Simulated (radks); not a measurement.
Species: Tl+. Configuration: [Xe] 4f14 5d10 6s1 6d1 (not the ground configuration).

Calculated with a radial shooting solver on a logarithmic mesh with Libxc functionals: Dirac Kohn-Sham, PBEsol, spin-unpolarised, spherical densities, finite nucleus; open shells fill j = l - 1/2 first; Fermi nuclear charge, rms radius 5.4759 fm.

Energy parts (eV):
total: -551773.40
kinetic: 638738.40
electron-nucleus: -1392926.27
Hartree: 212643.79
exchange-correlation: -10229.32

Orbitals (lengths in bohr, moments of r in powers of bohr; r(max) is where P^2 peaks; r(90%) holds 90 % of the orbital's charge):
| orbital | occ. | eigenvalue (eV) | r(max) | <r^2> | r(90%) | <1/r> |
|---|---|---|---|---|---|---|
| 1s1/2 | 2 | -85415.87 | 0.01004 | 0.0003693 | 0.0299 | 99.33 |
| 2s1/2 | 2 | -15207.14 | 0.05838 | 0.005553 | 0.107 | 24.52 |
| 2p1/2 | 2 | -14604.86 | 0.04280 | 0.003913 | 0.0934 | 24.48 |
| 2p3/2 | 4 | -12540.56 | 0.05040 | 0.005096 | 0.105 | 19.69 |
| 3s1/2 | 2 | -3638.748 | 0.1643 | 0.03601 | 0.261 | 8.994 |
| 3p1/2 | 2 | -3365.654 | 0.1531 | 0.03274 | 0.252 | 8.910 |
| 3p3/2 | 4 | -2906.789 | 0.1685 | 0.03911 | 0.275 | 7.656 |
| 3d3/2 | 4 | -2453.582 | 0.1309 | 0.02988 | 0.248 | 7.557 |
| 3d5/2 | 6 | -2355.543 | 0.1351 | 0.03160 | 0.255 | 7.275 |
| 4s1/2 | 2 | -821.3627 | 0.3695 | 0.1733 | 0.562 | 3.817 |
| 4p1/2 | 2 | -703.4892 | 0.3672 | 0.1761 | 0.571 | 3.708 |
| 4p3/2 | 4 | -591.8316 | 0.3986 | 0.2079 | 0.620 | 3.273 |
| 4d3/2 | 4 | -398.8406 | 0.3903 | 0.2172 | 0.646 | 3.075 |
| 4d5/2 | 6 | -378.0042 | 0.3999 | 0.2283 | 0.662 | 2.976 |
| 5s1/2 | 2 | -143.0728 | 0.8089 | 0.8645 | 1.25 | 1.572 |
| 4f5/2 | 6 | -128.7870 | 0.3556 | 0.2595 | 0.740 | 2.625 |
| 4f7/2 | 8 | -124.1868 | 0.3601 | 0.2668 | 0.751 | 2.587 |
| 5p1/2 | 2 | -103.4375 | 0.8500 | 1.001 | 1.36 | 1.447 |
| 5p3/2 | 4 | -83.1542 | 0.9284 | 1.212 | 1.50 | 1.286 |
| 5d3/2 | 4 | -29.1423 | 1.095 | 2.080 | 2.03 | 0.9843 |
| 5d5/2 | 6 | -26.8876 | 1.130 | 2.241 | 2.11 | 0.9459 |
| 6s1/2 | 1 | -20.1791 | 2.002 | 5.928 | 3.33 | 0.5589 |
| 6d3/2 | 1 | -4.1960 | 4.915 | 35.25 | 8.22 | 0.2183 |
| 6d5/2 | 0 | -4.1138 | 5.032 | 36.62 | 8.36 | 0.2139 |

The highest occupied level is 6d3/2 at -4.196 eV. The electron density at the nucleus is 2.519e+06 e/bohr^3. The density falls to 0.001 e/bohr^3 at r = 4.40 bohr.
